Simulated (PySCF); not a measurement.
Species: C6H8O3.
Z-matrix (Å and degrees, PBE0-D3(BJ)/def2-SVP geometry), rows numbered from 1:
```
O 
C   1  1.1962
O   2  1.3330  1  126.60
C   3  1.4350  2  118.30  1    -0.29
C   4  1.5297  3  109.81  2  -121.87
C   5  1.5360  4  105.59  3   -83.56
C   6  1.5082  5  103.32  4   -29.51
O   7  1.4197  6  113.34  5   -44.93
C   8  1.4103  7   62.30  6    99.25
H   2  1.1102  1  124.73  3   179.94
H   4  1.0987  3  108.79  2     2.91
H   5  1.0988  4  108.39  3   158.41
H   5  1.0987  4  111.11  3    39.95
H   6  1.1008  5  112.70  4  -151.55
H   6  1.1023  5  111.46  4    87.07
H   7  1.0958  6  121.48  5   170.10
H   9  1.0960  4  120.24  3   -54.06
```

Level: CAM-B3LYP/def2-SVPD in PySCF, non-relativistic, on one gas-phase PBE0-D3(BJ)/def2-SVP geometry that isn't relaxed in the solvent. The solvent is an IEF-PCM continuum (van der Waals radii × 1.2). Only the electrostatic response of the medium enters.

Gas phase at CAM-B3LYP/def2-SVPD: HOMO -9.49 eV, LUMO 0.99 eV, dipole 2.94 D.

Q: What does the continuum do to the energy, the frontier levels and the dipole at CAM-B3LYP/def2-SVPD in acetone and acetonitrile?

A: 
```
     solvent      ε  E(solvent) − E(gas) (kJ/mol)  polarisation term (kJ/mol)  distortion of the solute (kJ/mol)  HOMO (eV)  LUMO (eV)  dipole (D)
     acetone  20.49                        -29.73                      -34.33                               4.60      -9.40       1.05        3.79
acetonitrile  35.69                        -30.77                      -35.72                               4.95      -9.40       1.06        3.82
```

The polarisation term is half the interaction of the solute with the surface charges that it induces; the rest is the cost of distorting the solute's density. The sum is the electrostatic part of solvation alone. From acetone to acetonitrile the lowering changes by a factor 1.03, Onsager's factor (ε − 1)/(2ε + 1) by 1.03 and ε itself by 1.7.

Q: Which radius a makes the point-dipole formula ΔE = −[(ε − 1)/(2ε + 1)]·μ²/a³ give the value in acetonitrile, with the gas-phase dipole?

A: μ = 1.157 au and |ΔE| = 0.01172 Eh give a = 2.01 Å; the farthest nucleus lies 3.54 Å from the centroid of the nuclei, so such a sphere wouldn't even hold the nuclei. The formula assumes a rigid point dipole at the centre of a sphere.

Q: How does the static polarisability (CAM-B3LYP/def2-SVPD, frozen core, with the continuum's full static response) change?

A: 
```csv
medium,isotropic (au),principal values (au),⟨r²⟩ of the electrons (bohr²)
gas,75.4,"67.2, 69.0, 90.0",1194.3
acetone,98.2,"87.7, 93.2, 113.6",1194.8
acetonitrile,99.2,"88.6, 94.4, 114.5",1194.8
```

The isotropic value in acetonitrile is 1.31 times the gas-phase one; no cavity-field correction is applied. ⟨r²⟩ is taken about the centre of nuclear charge.
